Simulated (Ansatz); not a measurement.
A nudged elastic band was laid between two geometries of AlF2H4N + FH (10 atoms, charge 0, multiplicity 1).

Computed with RKS r2SCAN-D4/def2-SVP in Ansatz.

- movable images: 5
- climbing image: yes
- spring: 5.0 eV/Å²
- optimiser: quadratic models (default)
- start path: through a guess of the saddle point
- force threshold: 0.03 eV/Å
- iteration limit: 60
- end points: relaxed

Initial state:

```xyz
10
Properties=species:S:1:pos:R:3
Al -0.443 -0.741 0.794
H 1.141 -0.992 0.927
F -1.304 -2.036 0.174
F -1.130 0.123 2.052
H 0.380 0.880 -0.948
N -0.579 0.585 -0.697
H 1.908 -0.056 0.129
F 2.166 0.629 -0.493
H -1.032 0.196 -1.527
H -1.107 1.413 -0.409
```

Final state:

```xyz
10
Properties=species:S:1:pos:R:3
Al -0.655 -0.569 0.630
H 1.232 -0.966 1.062
F -0.914 -2.162 0.252
F -0.918 -0.019 2.172
H 0.864 0.842 -0.922
N -0.708 0.642 -0.721
H 1.426 -0.450 0.504
F 1.843 0.779 -0.834
H -1.079 0.338 -1.621
H -1.091 1.566 -0.521
```

Problem. What changes between the two ends?

Solution. Bonds broken: H5–N6, H7–F8. Bonds formed: H2–H7, H5–F8. AlF2H4N + FH becomes AlF2H2N + FH + H2.

Problem. Give the energies along the band, and the barrier.

Solution. The run converged. The highest image is number 4 of 0 to 6, 0.79 eV above the first end and 0.05 eV above the last; the last end lies 0.73 eV above the first. A vibrational analysis at the climbing image gives one clearly imaginary mode, 584i cm⁻¹, and a faint second one (12i cm⁻¹) that may be numerical noise or a soft torsion: probably a first-order saddle point. The orbitals stay closed-shell, which can raise the energy where a bond breaks towards radicals; this wasn't checked here.

```
image  path coordinate (Å)  energy (eV)  H5–N6 (Å)  H7–F8 (Å)  H2–H7 (Å)
    0                 0.00         0.00       1.03       0.96       1.45
    1                 0.26         0.04       1.04       0.98       1.31
    2                 0.52         0.20       1.06       1.03       1.17
    3                 0.78         0.60       1.16       1.21       0.99
    4                 1.04         0.79       1.34       1.46       0.85
    5                 1.30         0.75       1.52       1.70       0.80
    6                 1.56         0.73       1.60       1.86       0.78
```

Problem. What is the geometry of the highest image?

Solution. 
```xyz
10
Properties=species:S:1:pos:R:3:forces:R:3
Al -0.560 -0.604 0.672 0.01 0.01 -0.01
H 1.207 -0.928 0.888 0.00 -0.01 0.00
F -1.027 -2.142 0.254 -0.01 -0.01 0.01
F -0.930 0.061 2.147 -0.01 -0.01 0.01
H 0.714 0.804 -0.820 -0.01 0.00 0.00
N -0.609 0.625 -0.727 -0.01 -0.01 0.00
H 1.464 -0.327 0.342 0.00 0.01 -0.01
F 1.800 0.711 -0.626 0.00 0.00 0.00
H -0.991 0.286 -1.612 0.00 0.00 0.00
H -1.069 1.513 -0.517 0.01 0.00 0.00
```

Run time: 58 s on 2 threads of Intel(R) Xeon(R) 6975P-C (Granite Rapids) (shared host), peak memory 0.18 GiB.
